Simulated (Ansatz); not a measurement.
`C[SiH](Cl)Cl` + H₂ → dichlorosilane + CH₄ at 700 K and 1 bar (hydrogenolysis of the Si–C bond).

Calculated with Ansatz (gas phase, PBE0-D4/def2-TZVP geometries, no zero-point term in ΔE). CCSD(T)/CBS is the MP2 limit (def2-TZVPP, def2-QZVPP) plus CCSD(T) − MP2 in def2-TZVPP, frozen cores. This one scheme is used for every species.

```csv
species,CCSD(T)/CBS energy (Eh),H − E (kJ/mol),S (J/(mol·K))
`C[SiH](Cl)Cl`,-1249.21450,192.8,424.0
H₂,-1.17544,46.8,155.3
`Cl[SiH2]Cl`,-1209.93203,98.0,351.1
CH₄,-40.46206,145.9,224.0
```

H − E and S are ideal-gas, rigid-rotor, harmonic terms from PBE0-D4/def2-TZVP. The MP2-based limit puts H₂ 0.8 mEh under its directly extrapolated value; such offsets cancel only in part. 1 Eh = 2625.50 kJ/mol, R = 8.31446 J/(mol·K).

By hand: ΔE, ΔH, ΔS and ΔG.

ΔE = (-1209.93203) + (-40.46206) − (-1249.21450) − (-1.17544) = -0.00415 Eh = -10.9 kJ/mol. Δ(H − E) = 98.0 + 145.9 − 192.8 − 46.8 = 4.3, so ΔH = -6.6 kJ/mol. ΔS = 351.1 + 224.0 − 424.0 − 155.3 = -4.2 J/(mol·K). ΔG = -6.6 − 700 × (-4.2)/1000 = -3.7 kJ/mol.

By hand: the equilibrium constant, and the temperature at which ΔG would vanish if ΔH and ΔS stayed fixed.

log₁₀ K = −ΔG/(RT ln 10) = 0.3. ΔG = 0 at ΔH/ΔS = 1571 K, though so small a ΔH makes that figure unsure.

TΔS isn't small against ΔH here. The sign of ΔG lies within the doubt. A doubt of 5 kJ/mol in ΔE shifts log₁₀ K by 0.4 here. These are equilibria of isolated gas molecules and say nothing of rates. Largest T1 diagnostic: 0.009 (customary marks: 0.02 for closed shells, 0.045 for open ones).
